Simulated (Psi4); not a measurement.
Psi4 input (wB97X-D/6-31G*):

```
memory 1500 MB

molecule {
1 1
N    -0.60833500    1.53921900    0.08614500
Si   -0.10075700   -0.01909400    0.42335000
N    -1.01703800   -1.20724800   -0.34003400
N     1.59550500   -0.26179200   -0.46398600
H    -1.11254300    1.81004900   -0.74442300
H    -0.58111700    2.27572400    0.77473100
H     0.35877100   -0.16384000    1.80914600
H    -1.99909200   -1.04862700   -0.51515400
H    -0.81641500   -2.19532500   -0.29239700
H     1.47384300   -0.20466600   -1.47699600
H     2.26055200    0.46481700   -0.19269400
H     2.03566400   -1.16207100   -0.26399300
symmetry c1
no_reorient
no_com
}

set {
  basis 6-31G*
  reference rks
  scf_type pk
  dft_radial_points 99
  dft_spherical_points 590
  e_convergence 1e-8
  d_convergence 1e-7
  maxiter 150
}

e = energy('wb97x-d')
print_out(f'\nFINAL {e:.10f} DIPOLE {variable("CURRENT DIPOLE")[0]:.6f} {variable("CURRENT DIPOLE")[1]:.6f} {variable("CURRENT DIPOLE")[2]:.6f}\n')
```

From the output:

```
       7A     -3.954690     8A     -3.953550     9A     -1.241957
      10A     -1.133343    11A     -1.109663    12A     -0.830532
      13A     -0.827581    14A     -0.826950    15A     -0.760374
      16A     -0.746303    17A     -0.697010    18A     -0.685783
      19A     -0.634327    20A     -0.530013    21A     -0.517400

    Virtual:

      22A     -0.062239    23A     -0.037221    24A     -0.030992
      25A      0.017643    26A      0.020206    27A      0.029581
      28A      0.041787    29A      0.079352    30A      0.086642
      31A      0.091532    32A      0.100241    33A      0.182049
      34A      0.202130    35A      0.270585    36A      0.299502
      37A      0.365310    38A      0.430317    39A      0.561736
      40A      0.600692    41A      0.617349    42A      0.663762
      43A      0.698053    44A      0.711198    45A      0.727940
      46A      0.748363    47A      0.768376    48A      0.779470
      49A      0.803893    50A      0.821829    51A      0.834720
      52A      0.837296    53A      0.864249    54A      0.886867
      55A      0.939343    56A      0.956592    57A      0.993393
      58A      1.046360    59A      1.153262    60A      1.189293
      61A      1.275987    62A      1.484938    63A      1.506323
      64A      1.591660    65A      1.630174    66A      1.771750
      67A      1.814233    68A      2.008406    69A      2.072963
      70A      2.084428    71A      2.220141    72A      2.230564
      73A      2.272376    74A      2.337539    75A      2.365635
      76A      2.371756    77A      2.901014    78A      3.564408
      79A      3.642943    80A      3.672836

    Final Occupation by Irrep:
              A
    DOCC [    21 ]
    NA   [    21 ]
    NB   [    21 ]

  @RKS Final Energy:  -458.34049108768966

   => Energetics <=

    Nuclear Repulsion Energy =            192.9864235437693480
    One-Electron Energy =               -1004.3555219949564616
    Two-Electron Energy =                 384.3873433683446592
    DFT Exchange-Correlation Energy =     -31.3546497031202485
    Empirical Dispersion Energy =          -0.0040863017269652
    VV10 Nonlocal Energy =                  0.0000000000000000
    Total Energy =                       -458.3404910876896565

Computation Completed

Properties will be evaluated at   0.000000,   0.000000,   0.000000 [a0]

Properties computed using the SCF density matrix

 Multipole Moments:

 ------------------------------------------------------------------------------------
     Multipole            Electronic (a.u.)      Nuclear  (a.u.)        Total (a.u.)
 ------------------------------------------------------------------------------------

 L = 1.  Multiply by 2.5417464519 to convert [e a0] to [Debye]
 Dipole X            :          1.2052262           -0.0000208            1.2052054
 Dipole Y            :         -0.2106834           -0.0000038           -0.2106872
 Dipole Z            :         -0.5323752           -0.0000094           -0.5323846
 Magnitude           :                                                    1.3342948

 ------------------------------------------------------------------------------------

FINAL -458.3404910877 DIPOLE 1.205205 -0.210687 -0.532385

*** Psi4 exiting successfully. Buy a developer a beer!
```

The dipole moment of an ion depends on the origin.

The geometry given is a B3LYP-D3(BJ)/def2-TZVP minimum.
